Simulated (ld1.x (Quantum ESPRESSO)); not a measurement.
LDA (PZ) TM dataset for P (Z = 15), scalar-relativistic all-electron reference.

* Element: P (Z = 15)
* Generator: ld1.x (Quantum ESPRESSO) 7.5
* Type: norm-conserving Troullier–Martins (Kleinman–Bylander form)
* Functional: LDA (PZ)
* Relativity: scalar-relativistic
* Frozen core: [Ne]
* Valence charge: 5
* Reference configuration: 3s2 3p3
* Partial waves: 3p (bound): rc 1.40 bohr; 3s (bound): rc 1.20 bohr
* Local potential: the s channel
* Core correction: a·sin(br)/r model core inside 0.70 bohr

All-electron outer shells of the reference configuration (LDA (PZ), scalar-relativistic, ld1.x):

```
shell  level (eV)  outermost node (bohr)  outermost maximum (bohr)
   2s     -173.14                   0.14                      0.42
   2p     -124.52                      –                      0.35
   3s      -14.02                   0.66                      1.56
   3p       -5.60                   0.64                      1.83
```

**Question.** Does the generator finish with these settings?

**Answer.** Yes, a potential is produced and its reference levels are reproduced.

**Question.** Estimate the cutoffs (Ry, on a coarse ladder) from which the occupation-weighted sum of valence levels, in a spherical-Bessel basis at the reference potential, stays within 10 and 1 mRy of its value at 400 Ry.

**Answer.** 50 Ry and 110 Ry.

**Question.** Does the potential have ghost states?

**Answer.** No extra level below or beside the all-electron valence levels (p, s, d, f tested).

**Question.** Which valence shell sets the plane-wave cutoff?

**Answer.** 3s: its level needs 100 Ry to come within 1 mRy, against 45 Ry for 3p.

**Question.** Tests: 3s2 3p2; 3s2 3p1; 3s2 3p0; 3s2 3p2.5; 3s1 3p4; 3s1 3p0; 3s1 3p3. Which has the largest error in its energy relative to the reference configuration, and how large is it?

**Answer.** 3s1 3p0, with +155 meV (all-electron minus pseudo) on +111.15 eV.
